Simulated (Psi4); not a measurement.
arsenic trifluoride (AsF3), singlet, geometry from GFN2-xTB; SVWN/STO-3G (Psi4).

Input for Psi4:
```
memory 2 GB

molecule {
0 1
F    -0.84302752   -1.17072944   -0.50769894
As    0.01319427   -0.00551619    0.42391172
F     1.41634737   -0.12051314   -0.56435604
F    -0.62169883    1.31146860   -0.48228800
}

set {
  basis sto-3g
  ints_tolerance 1e-8
}

energy('svwn')
print_variables()
```

Output, abridged:

```
   => Loading Basis Set <=

    Name: STO-3G
    Role: ORBITAL
    Keyword: BASIS

         ---------------------------------------------------------
                                   SCF
               by Justin Turney, Rob Parrish, Andy Simmonett
                          and Daniel G. A. Smith
                              RKS Reference
         ---------------------------------------------------------

  ==> Geometry <==

    Molecular point group: c1
    Full point group: C1

    Geometry (in Angstrom), charge = 0, multiplicity = 1:

       Center              X                  Y                   Z               Mass
    ------------   -----------------  -----------------  -----------------  -----------------
         F           -0.843553703009    -1.170509455377    -0.524604348284    18.998403162730
         AS           0.012668086991    -0.005296205377     0.407006311716    74.921594570000
         F            1.415821186991    -0.120293155377    -0.581261448284    18.998403162730
         F           -0.622225013009     1.311688584623    -0.499193408284    18.998403162730

  Running in c1 symmetry.

  Rotational constants: A =      0.19209  B =      0.19209  C =      0.14286 [cm^-1]
  Rotational constants: A =   5758.82026  B =   5758.82023  C =   4282.94820 [MHz]
  Nuclear repulsion =  325.708044190184864

  Charge       = 0
  Multiplicity = 1
  Electrons    = 60
  Nalpha       = 30
  Nbeta        = 30

  ==> Algorithm <==

  SCF Algorithm Type is DF.
  DIIS enabled.
  MOM disabled.
  Fractional occupation disabled.
  Guess Type is SAD.
  Energy threshold   = 1.00e-06
  Density threshold  = 1.00e-06
  Integral threshold = 1.00e-08

  ==> Primary Basis <==

  Basis Set: STO-3G
    Blend: STO-3G
    Number of shells: 17
    Number of basis functions: 33
    Number of Cartesian functions: 34
    Spherical Harmonics?: true
    Max angular momentum: 2

  ==> DFT Potential <==

   => LibXC <=

    Version 7.1.2
    S. Lehtola, C. Steigemann, M. J. T. Oliveira, and M. A. L. Marques,  SoftwareX 7, 1–5 (2018) (10.1016/j.softx.2017.11.002)

   => Composite Functional: SVWN <=

    Slater exchange
    Vosko, Wilk & Nusair (VWN5_RPA)
    P. A. M. Dirac,  Math. Proc. Cambridge Philos. Soc. 26, 376 (1930) (10.1017/S0305004100016108)
    F. Bloch,  Z. Phys. 57, 545 (1929) (10.1007/BF01340281)
    S. H. Vosko, L. Wilk, and M. Nusair,  Can. J. Phys. 58, 1200 (1980) (10.1139/p80-159)

    Deriv               =              1
    GGA                 =          FALSE
    Meta                =          FALSE

    Exchange Hybrid     =          FALSE
    MP2 Hybrid          =          FALSE

   => Exchange Functionals <=

    1.0000         XC_LDA_X

   => Correlation Functionals <=

    1.0000   XC_LDA_C_VWN_RPA

   => LibXC Density Thresholds  <==

    XC_LDA_C_VWN_RPA:  1.00E-15
    XC_LDA_X:  1.00E-15

   => Molecular Quadrature <=

    Radial Scheme          =       TREUTLER
    Pruning Scheme         =           NONE
    Nuclear Scheme         =       TREUTLER

    Blocking Scheme        =         OCTREE
    BS radius alpha        =              1
    Pruning alpha          =              1
    Radial Points          =             75
    Spherical Points       =            302
    Total Points           =          84732
    Total Blocks           =            698
    Max Points             =            256
    Max Functions          =             31
    Weights Tolerance      =       1.00E-15

   => Loading Basis Set <=

    Name: (STO-3G AUX)
    Role: JKFIT
    Keyword: DF_BASIS_SCF

  ==> Integral Setup <==

  SCF_SUBTYPE=INCORE selected. In-core MEM_DF algorithm will be used.
  Using in-core AOs.

  ==> MemDFJK: Density-Fitted J/K Matrices <==

    J tasked:                   Yes
    K tasked:                    No
    wK tasked:                   No
    Algorithm:                 Core
    Schwarz Cutoff:           1E-08
    Mask sparsity (%):       3.3058
    Fitting Condition:        1E-10

   => Auxiliary Basis Set <=

  Basis Set: (STO-3G AUX)
    Blend: DEF2-UNIVERSAL-JKFIT
    Number of shells: 135
    Number of basis functions: 497
    Number of Cartesian functions: 650
    Spherical Harmonics?: true
    Max angular momentum: 5

  Minimum eigenvalue in the overlap matrix is 3.7719591175E-01.
  Reciprocal condition number of the overlap matrix is 2.2346675404E-01.
    Using symmetric orthogonalization.

  ==> Pre-Iterations <==

  SCF Guess: Superposition of Atomic Densities via on-the-fly atomic UHF (no occupation information).

   -------------------------
    Irrep   Nso     Nmo
   -------------------------
     A         33      33
   -------------------------
    Total      33      33
   -------------------------

  ==> Iterations <==

                           Total Energy        Delta E     RMS |[F,P]|

   @DF-RKS iter SAD: -2499.58360888535390   -2.49958e+03   0.00000e+00
   @DF-RKS iter   1: -2501.39726715429015   -1.81366e+00   1.57889e-02 ADIIS/DIIS
   @DF-RKS iter   2: -2501.33272916237820    6.45380e-02   1.50275e-02 ADIIS/DIIS
   @DF-RKS iter   3: -2501.55839775408276   -2.25669e-01   2.53347e-03 ADIIS/DIIS
   @DF-RKS iter   4: -2501.56446078100907   -6.06303e-03   6.43518e-05 DIIS
   @DF-RKS iter   5: -2501.56446514495065   -4.36394e-06   2.16430e-05 DIIS
   @DF-RKS iter   6: -2501.56446555792354   -4.12973e-07   6.18456e-06 DIIS
   @DF-RKS iter   7: -2501.56446559064625   -3.27227e-08   1.15459e-06 DIIS
   @DF-RKS iter   8: -2501.56446559191636   -1.27011e-09   1.32891e-08 DIIS
  Energy and wave function converged.

  ==> Post-Iterations <==

   Electrons on quadrature grid:
      Ntotal   =   59.9998783530 ; deviation = -1.216e-04

    Orbital Energies [Eh]
    ---------------------

    Doubly Occupied:

[...]
    Virtual:

[...]
    Final Occupation by Irrep:
              A
    DOCC [    30 ]
    NA   [    30 ]
    NB   [    30 ]

  @DF-RKS Final Energy: -2501.56446559191636

   => Energetics <=

    Nuclear Repulsion Energy =            325.7080441901848644
    One-Electron Energy =               -4163.2297930153117704
    Two-Electron Energy =                1447.4203661056983492
    DFT Exchange-Correlation Energy =    -111.4630828724879166
    Empirical Dispersion Energy =           0.0000000000000000
    VV10 Nonlocal Energy =                  0.0000000000000000
    Total Energy =                      -2501.5644655919163597

Computation Completed

Properties will be evaluated at   0.000000,   0.000000,   0.000000 [a0]

Properties computed using the SCF density matrix

 Multipole Moments:

 ------------------------------------------------------------------------------------
     Multipole            Electronic (a.u.)      Nuclear  (a.u.)        Total (a.u.)
 ------------------------------------------------------------------------------------

 L = 1.  Multiply by 2.5417464519 to convert [e a0] to [Debye]
 Dipole X            :          0.0661632           -0.0596603            0.0065029
 Dipole Y            :         -0.0276466            0.0249425           -0.0027041
 Dipole Z            :          2.1261485           -1.9167956            0.2093529
 Magnitude           :                                                    0.2094713

 ------------------------------------------------------------------------------------

  Variable Map:
  ----------------------------------------------------------------------------
[...]
  Array Variable Map:
  ----------------------------------------------------------------------------
[...]
[...]
```
